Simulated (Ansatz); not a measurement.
Frontier orbitals of F$_{3}$H$_{3}$OSi$_{2}$, SMILES `F[SiH2]O[SiH](F)F`.

The species carries charge 0 and has multiplicity 1. Geometry: relaxed with PBE0-D4/def2-TZVP. It is one conformer, not always the lowest. Basis def2-TZVPP, Ansatz 0.2.0.

```tsv
functional	HOMO (eV)	LUMO (eV)	gap (eV)
PBE	-8.13	-0.54	7.59
BLYP	-8.07	-0.43	7.64
PBE0	-9.62	0.34	9.96
r2SCANh	-9.06	0.22	9.28
ωB97M-V	-11.90	2.03	13.93
```

From PBE to PBE0 the HOMO moves by −1.49 eV and the LUMO by +0.89 eV, and with ωB97M-V by −3.77 and +2.57 eV, so the gap grows from 7.59 to 13.93 eV with exact exchange. A positive LUMO is unbound and depends on the basis.
